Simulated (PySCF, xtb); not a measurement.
InFClBr, SMILES [F][In]([Cl])[Br].

Harmonic wavenumbers (cm⁻¹) from GFN2-xTB in xtb at its own minimum, in rising order: 56, 78, 91, 219, 316, 348.

Task: What does PySCF with PBE0-D3(BJ)/def2-SVP give at its own minimum? (An estimate is asked for; the answer gives what the named calculation found.)

Result: 76, 108, 122, 263, 390, 629. Paired by order, the mean absolute difference is 80 cm⁻¹ and the zero-point energies are 1.6 and 2.3 kcal/mol.
